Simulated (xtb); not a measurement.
C5H11N2, doublet, from a rough starting geometry; GFN2-xTB run with xtb 6.7.1.

The xtb input:
```
$ xtb mol.xyz --gfn 2 --uhf 1 --opt vtight --json

# file mol.xyz
18

C      2.61425343     0.88572222     0.35606560
C      1.53270528    -0.11434515     0.09666358
N      1.79100398    -1.27235882    -0.36227101
N      0.33431687     0.30478246     0.21478572
C     -0.89851095    -0.35019134     0.17509437
C     -1.94637238     0.43988567     0.98322147
C     -1.35541185    -0.41002471    -1.30318800
H      2.60683738     1.17849697     1.39133451
H      3.66142456     0.36279958     0.15904991
H      2.54531562     1.70023885    -0.25012582
H      1.09504036    -1.92615594    -0.61167286
H     -0.83571814    -1.39640904     0.59798142
H     -2.03484377     1.50117548     0.63868104
H     -1.54102465     0.42998558     1.98959465
H     -2.90140775    -0.05786546     0.91465016
H     -2.31346299    -0.97735206    -1.33382203
H     -1.59254318     0.61592477    -1.71726976
H     -0.70264600    -0.90560001    -1.93574687
```

Q: What does xtb print? Leave out banner, timings and long lists.

A: 
```
   ID    Z sym.   atoms
    1    6 C      1, 2, 5-7
    2    7 N      3, 4
    3    1 H      8-18

           -------------------------------------------------
          |                Calculation Setup                |
           -------------------------------------------------

           -------------------------------------------------
          |                 G F N 2 - x T B                 |
           -------------------------------------------------

          ...................................................
          :                      SETUP                      :
          :.................................................:
          :  # basis functions                  39          :
          :  # atomic orbitals                  39          :
          :  # shells                           25          :
          :  # electrons                        41          :
          :  max. iterations                   250          :
          :  Hamiltonian                  GFN2-xTB          :
          :  restarted?                      false          :
          :  GBSA solvation                  false          :
          :  PC potential                    false          :
          :  electronic temp.          300.0000000     K    :
          :  accuracy                    1.0000000          :
          :  -> integral cutoff          0.2500000E+02      :
          :  -> integral neglect         0.1000000E-07      :
          :  -> SCF convergence          0.1000000E-05 Eh   :
          :  -> wf. convergence          0.1000000E-03 e    :
          :  Broyden damping             0.4000000          :
          :  net charge                          0          :
          :  unpaired electrons                  1          :
          ...................................................

 iter      E             dE          RMSdq      gap      omega  full diag
   1    -22.3737579 -0.223738E+02  0.292E+00    4.75       0.0  T
   2    -22.3953447 -0.215868E-01  0.171E+00    5.03       1.0  T
   3    -22.3966675 -0.132279E-02  0.859E-01    4.95       1.0  T
   4    -22.3939911  0.267640E-02  0.503E-01    5.04       1.0  T
   5    -22.3961932 -0.220204E-02  0.356E-01    5.06       1.0  T
   6    -22.3983062 -0.211302E-02  0.111E-01    5.02       1.0  T
   7    -22.3983441 -0.379258E-04  0.300E-02    5.01       1.0  T
   8    -22.3983481 -0.401017E-05  0.171E-02    5.02       1.4  T
[...]
 * total energy  :   -22.0848041 Eh     change       -0.1616063E-05 Eh
 * total energy  :   -22.0848062 Eh     change       -0.2075784E-05 Eh
 * total energy  :   -22.0848087 Eh     change       -0.2536199E-05 Eh
 * total energy  :   -22.0848115 Eh     change       -0.2781409E-05 Eh
 * total energy  :   -22.0848137 Eh     change       -0.2182468E-05 Eh
 * total energy  :   -22.0848140 Eh     change       -0.3016553E-06 Eh
 * total energy  :   -22.0848157 Eh     change       -0.1775073E-05 Eh
 * total energy  :   -22.0848163 Eh     change       -0.5641767E-06 Eh
 * total energy  :   -22.0848170 Eh     change       -0.7327641E-06 Eh
 * total energy  :   -22.0848173 Eh     change       -0.2944864E-06 Eh
 * total energy  :   -22.0848176 Eh     change       -0.3036662E-06 Eh
 * total energy  :   -22.0848177 Eh     change       -0.6542000E-07 Eh
   *** GEOMETRY OPTIMIZATION CONVERGED AFTER 39 ITERATIONS ***
         :: total energy             -22.084817697723 Eh    ::
[...]

 ---------------------------------------------------------------------------
     #   Z sym  total        # sym  WBO       # sym  WBO       # sym  WBO
 ---------------------------------------------------------------------------
     1   6 C    3.993 --     2 C    1.004     9 H    0.982    10 H    0.975
                             8 H    0.966
     2   6 C    3.961 --     3 N    1.515     4 N    1.397     1 C    1.004
     3   7 N    2.984 --     2 C    1.515    11 H    0.945     4 N    0.403
     4   7 N    2.976 --     2 C    1.397     5 C    1.057     3 N    0.403
     5   6 C    3.982 --     4 N    1.057     7 C    0.969     6 C    0.963
                            12 H    0.948
     6   6 C    3.988 --    14 H    0.987    13 H    0.986    15 H    0.983
                             5 C    0.963
     7   6 C    3.989 --    17 H    0.986    18 H    0.984    16 H    0.983
                             5 C    0.969
     8   1 H    0.996 --     1 C    0.966
     9   1 H    0.995 --     1 C    0.982
    10   1 H    0.996 --     1 C    0.975
    11   1 H    0.980 --     3 N    0.945
    12   1 H    0.996 --     5 C    0.948
    13   1 H    0.997 --     6 C    0.986
    14   1 H    0.998 --     6 C    0.987
    15   1 H    0.997 --     6 C    0.983
    16   1 H    0.997 --     7 C    0.983
    17   1 H    0.997 --     7 C    0.986
    18   1 H    0.998 --     7 C    0.984
 ---------------------------------------------------------------------------

Topologies differ in total number of bonds
Writing topology from bond orders to xtbtopo.mol

molecular dipole:
                 x           y           z       tot (Debye)
 q only:       -0.471       0.263       0.149
   full:       -0.754       0.044       0.258       2.028
molecular quadrupole (traceless):
                xx          xy          yy          xz          yz          zz
 q only:        1.597       3.393      -1.032       1.546       0.406      -0.566
  q+dip:       -0.390       4.463       0.485       2.342      -0.209      -0.095
   full:       -0.557       4.571       0.011       2.402      -0.115       0.546

optimized geometry written to: xtbopt.xyz

           -------------------------------------------------
          | TOTAL ENERGY              -22.084817697723 Eh   |
          | GRADIENT NORM               0.000084699169 Eh/α |
          | HOMO-LUMO GAP               4.724715358560 eV   |
           -------------------------------------------------

normal termination of xtb
```
